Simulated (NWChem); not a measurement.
System: CdSiH3Br; SMILES [SiH3][Cd][Br]

Parts of the log:

```
             Northwest Computational Chemistry Package (NWChem) 7.3.0
             --------------------------------------------------------

                             Geometry "geometry" -> ""
                             -------------------------

 Output coordinates in angstroms (scale by  1.889725989 to convert to a.u.)

  No.       Tag          Charge          X              Y              Z
 ---- ---------------- ---------- -------------- -------------- --------------
    1 Cd                  48.0000    -0.28925300    -0.12545300    -0.00046000
    2 Br                  35.0000     0.63360600     2.13205300    -0.00089000
    3 Si                  14.0000    -1.23343200    -2.43408300    -0.00003000
    4 H                    1.0000    -2.03943900    -2.67026800    -1.23690700
    5 H                    1.0000    -2.11936700    -2.63713900     1.18706900
    6 H                    1.0000    -0.13612100    -3.44830800     0.05002500

 Effective nuclear repulsion energy (a.u.)     607.9452912826

                                 NWChem DFT Module
                                 -----------------

 Summary of "ao basis" -> "ao basis" (spherical)
 ------------------------------------------------------------------------------
       Tag                 Description            Shells   Functions and Types
 ---------------- ------------------------------  ------  ---------------------
 Cd                        def2-svpd                12       34   5s4p2d1f
 Br                        def2-svpd                15       41   6s5p4d
 Si                        def2-svpd                10       24   5s3p2d
 H                         def2-svpd                 4        8   2s2p

            General Information
            -------------------
          SCF calculation type: DFT
          Wavefunction type:  closed shell.
          No. of atoms     :     6
          No. of electrons :    72
           Alpha electrons :    36
            Beta electrons :    36
          Charge           :     0
          Spin multiplicity:     1
          Use of symmetry is: off; symmetry adaption is: off
          Maximum number of iterations: 150
          AO basis - number of functions:   123
                     number of shells:    49
          Convergence on energy requested:  1.00D-06
          Convergence on density requested:  1.00D-05
          Convergence on gradient requested:  5.00D-04

              XC Information
              --------------
                         B3LYP Method XC Potential
                     Hartree-Fock (Exact) Exchange  0.200
                        Slater Exchange Functional  0.800 local
                    Becke 1988 Exchange Functional  0.720 non-local
              Lee-Yang-Parr Correlation Functional  0.810
                  VWN I RPA Correlation Functional  0.190 local

             Grid Information
             ----------------
          Grid used for XC integration:  medium
          Radial quadrature: Mura-Knowles
          Angular quadrature: Lebedev.
          Tag              B.-S. Rad. Rad. Pts. Rad. Cut. Ang. Pts.
          ---              ---------- --------- --------- ---------
          Cd                  1.55      123          12.0       590
          Br                  1.15      112          15.0       590
          Si                  1.10       88          15.0       590
          H                   0.35       45          16.0       434
          Grid pruning is: on
          Number of quadrature shells:   458
          Spatial weights used:  Erf1

      Superposition of Atomic Density Guess
      -------------------------------------

 Sum of atomic energies:       -3054.29842305

      Non-variational initial energy
      ------------------------------

 Total energy =   -3029.692295
 1-e energy   =   -4877.166682
 2-e energy   =    1548.695317
 HOMO         =      -0.304135
 LUMO         =      -0.007924

   convergence    iter        energy       DeltaE   RMS-Dens  Diis-err
 ---------------- ----- ----------------- --------- --------- ---------
 d= 0,ls=0.0,diis     1  -3032.8874550112 -3.33D+03  1.28D-02  4.05D-01
 d= 0,ls=0.0,diis     2  -3032.8723727940  1.51D-02  7.11D-03  4.73D-01
 d= 0,ls=0.0,diis     3  -3032.9396094923 -6.72D-02  1.57D-03  2.89D-02
 d= 0,ls=0.0,diis     4  -3032.9434948420 -3.89D-03  3.73D-04  1.25D-03
 d= 0,ls=0.0,diis     5  -3032.9436563928 -1.62D-04  1.07D-04  1.15D-04
  Resetting Diis
 d= 0,ls=0.0,diis     6  -3032.9436705718 -1.42D-05  2.43D-05  8.25D-06
 d= 0,ls=0.0,diis     7  -3032.9436716447 -1.07D-06  6.29D-06  1.33D-07
 d= 0,ls=0.0,diis     8  -3032.9436716384  6.26D-09  3.63D-06  1.68D-07

         Total DFT energy =    -3032.943671638418
      One electron energy =    -4878.278461745324
           Coulomb energy =     1675.445556642203
    Exchange-Corr. energy =     -128.889836649242
 Nuclear repulsion energy =      298.779070113944

 Numeric. integr. density =       71.999983071268

                       DFT Final Molecular Orbital Analysis
                       ------------------------------------

 Vector   34  Occ=2.000000D+00  E=-2.877605D-01
              MO Center= -4.8D-01, -6.0D-01, -3.7D-04, r^2= 6.0D+00
   Bfn.  Coefficient  Atom+Function         Bfn.  Coefficient  Atom+Function
  ----- ------------  ---------------      ----- ------------  ---------------
    51      0.324755  2 Br py                88      0.300990  3 Si py
    48      0.277994  2 Br py                 4      0.266753  1 Cd s
    85      0.252340  3 Si py                45     -0.185140  2 Br py
    10     -0.184181  1 Cd py                79      0.173610  3 Si s
     2     -0.170914  1 Cd s                  7      0.170002  1 Cd py

 Vector   35  Occ=2.000000D+00  E=-2.828631D-01
              MO Center=  5.9D-01,  2.0D+00, -8.4D-04, r^2= 1.8D+00
   Bfn.  Coefficient  Atom+Function         Bfn.  Coefficient  Atom+Function
  ----- ------------  ---------------      ----- ------------  ---------------
    50      0.519877  2 Br px                47      0.484101  2 Br px
    44     -0.319992  2 Br px                51     -0.212372  2 Br py
    48     -0.197767  2 Br py                45      0.130724  2 Br py
    41      0.103970  2 Br px                18     -0.078879  1 Cd d -2
    53      0.077721  2 Br px                22     -0.077124  1 Cd d  2

 Vector   36  Occ=2.000000D+00  E=-2.828631D-01
              MO Center=  5.9D-01,  2.0D+00, -9.0D-04, r^2= 1.8D+00
   Bfn.  Coefficient  Atom+Function         Bfn.  Coefficient  Atom+Function
  ----- ------------  ---------------      ----- ------------  ---------------
    52      0.561581  2 Br pz                49      0.522939  2 Br pz
    46     -0.345664  2 Br pz                43      0.112312  2 Br pz
    19     -0.101949  1 Cd d -1              55      0.083959  2 Br pz
     8     -0.052455  1 Cd pz                11      0.045046  1 Cd pz
    17      0.043381  1 Cd pz                21      0.042149  1 Cd d  1

 Vector   37  Occ=0.000000D+00  E=-5.580431D-02
              MO Center= -4.2D-01, -4.5D-01, -3.7D-04, r^2= 8.2D+00
   Bfn.  Coefficient  Atom+Function         Bfn.  Coefficient  Atom+Function
  ----- ------------  ---------------      ----- ------------  ---------------
    79      1.671718  3 Si s                 80     -1.125013  3 Si s
     5     -0.713989  1 Cd s                  4     -0.426255  1 Cd s
    13     -0.360311  1 Cd py                78      0.278451  3 Si s
    51     -0.272131  2 Br py                 2      0.256930  1 Cd s
    88      0.244572  3 Si py               101     -0.244020  4 H  s

 Vector   38  Occ=0.000000D+00  E=-5.128714D-02
              MO Center= -4.1D-01, -5.8D-01, -1.6D-03, r^2= 5.5D+00
   Bfn.  Coefficient  Atom+Function         Bfn.  Coefficient  Atom+Function
  ----- ------------  ---------------      ----- ------------  ---------------
    14      0.601554  1 Cd pz                11      0.249993  1 Cd pz
     8     -0.237617  1 Cd pz                52     -0.179765  2 Br pz
    89      0.177720  3 Si pz               109     -0.165648  5 H  s
   101      0.160155  4 H  s                 49     -0.122454  2 Br pz
    17      0.121786  1 Cd pz                98     -0.114690  3 Si d  1

 Vector   39  Occ=0.000000D+00  E=-5.128200D-02
              MO Center= -5.2D-01, -5.4D-01,  8.3D-04, r^2= 5.5D+00
   Bfn.  Coefficient  Atom+Function         Bfn.  Coefficient  Atom+Function
  ----- ------------  ---------------      ----- ------------  ---------------
    12      0.556437  1 Cd px                 9      0.231307  1 Cd px
    13     -0.228637  1 Cd py                 6     -0.219898  1 Cd px
   117     -0.188696  6 H  s                 50     -0.166672  2 Br px
    87      0.164704  3 Si px               116     -0.129629  6 H  s
    47     -0.113557  2 Br px                15      0.112954  1 Cd px

     Multipole analysis of the density
     ---------------------------------

     L   x y z        total         alpha         beta         nuclear
     -   - - -        -----         -----         ----         -------
     0   0 0 0     -0.000000    -36.000000    -36.000000     72.000000

     1   1 0 0     -0.419060      4.677136      4.677136     -9.773332
     1   0 1 0     -1.025493    -28.178258    -28.178258     55.331022
     1   0 0 1      0.000194      0.038442      0.038442     -0.076691

     2   2 0 0    -41.146241   -102.159165   -102.159165    163.172090
     2   1 1 0     -1.960831   -182.288299   -182.288299    362.615767
     2   1 0 1      0.000773      0.030036      0.030036     -0.059300
     2   0 2 0    -46.455899   -502.348401   -502.348401    958.240903
     2   0 1 1      0.002073      0.115902      0.115902     -0.229731
     2   0 0 2    -40.532926    -25.518796    -25.518796     10.504665

 *** CALLING NEW AORESP DRIVER FOR CLOSED AND OPEN SHELLS ***
 Entering AOResponse driver routine

--------------------------------------------------------------------------------

          -----------------------------------------------
          Solving response equations for perturbing field
          -----------------------------------------------

 number of frequencies:     1
 frequency in a.u.:  0.0000000E+00
 Perturbing field: electric
 Using El. Dipole Length Gauge

 Setting up CPKS with frequency omega =      0.00000000 a.u.

 STATIC response

                                NWChem CPHF Module
                                ------------------

  scftype          =     RHF
  nclosed          =       36
  nopen            =        0
  variables        =     3132
  # of vectors     =        3
  tolerance        = 0.10D-03
  level shift      = 0.00D+00
  max iterations   =       50
  max subspace     =       30

 SCF residual:    1.0729827141402174E-004

Iterative solution of linear equations
  No. of variables     3132
  No. of equations        3
  Maximum subspace       30
        Iterations       50
       Convergence  1.0D-04

   iter   nsub   residual    time
   ----  ------  --------  ---------
     1      3    4.78D+00      44.3
     2      6    1.72D+00      62.1
     3      9    5.83D-01      81.9
     4     12    1.10D-01     102.9
     5     15    2.62D-02     123.0
     6     18    1.05D-02     145.0
     7     21    1.35D-03     165.6
     8     24    3.00D-04     185.7
     9     27    5.00D-05     204.5

 Electric Dipole Response Matrix (nonzero elements):

              1        2        3
    1   78.9791  23.7008  -0.0045
    2   23.7008 127.2485  -0.0110
    3   -0.0045  -0.0110  69.2869

 ------------------------------------------
 average:        91.83818 + I       0.00000

 DFT Linear Response polarizability / au
 Frequency  =       0.0000000 / au
              X              Y              Z
 -----------------------------------------------
 X      78.9791378     23.7007785     -0.0044793
 Y      23.7007774    127.2485402     -0.0109772
 Z      -0.0044793     -0.0109771     69.2868519
 -----------------------------------------------
 Eigenvalues =      69.2876554    136.9400247     69.2868497
 Isotropic   =      91.8381766
 Anisotropic =      67.6527722
 -----------------------------------------------

 Magnetic Dipole Response Matrix (nonzero elements):

 Exiting AOResponse driver routine
```

Level: B3LYP/def2-SVPD with def2 effective core potentials on Cd. Geometry: optimised at PBE0/def2-SVP. Not confirmed as a minimum by frequencies. def2 effective core potentials on Cd; no spin-orbit coupling.

Question: Write an input that gives this output.

Answer: One answer among several that fit: the input that was run:
```
start job
memory heap 200 mb stack 900 mb global 1100 mb
geometry units angstroms noautosym nocenter noautoz
  Cd    -0.289253    -0.125453    -0.000460
  Br     0.633606     2.132053    -0.000890
  Si    -1.233432    -2.434083    -0.000030
  H     -2.039439    -2.670268    -1.236907
  H     -2.119367    -2.637139     1.187069
  H     -0.136121    -3.448308     0.050025
end
basis spherical
  * library def2-svpd
end
ecp
  Cd library def2-ecp
end
dft
  xc b3lyp
  iterations 150
end
property
  response 1 0.0
end
task dft property
```
